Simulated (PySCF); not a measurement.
Zn(I)(SiH3) (H3ISiZn), SMILES [SiH3][Zn][I]. Coordinates come from a r2SCAN-D4/def2-SVP optimisation. The def2 effective core potentials stand for the cores of I; spin–orbit coupling is left out.

Computed equilibrium geometry at r2SCAN-D4/def2-SVP (PySCF confirms it by a frequency run) as a Z-matrix, and its point group:
point group C3v.
```
Si
H 1 1.4962
H 1 1.4962 2 107.87
H 1 1.4962 2 107.87 3 -116.28
Zn 1 2.3436 2 111.03 4 -121.86
I 5 2.4409 2 154.13 1 180.00
```
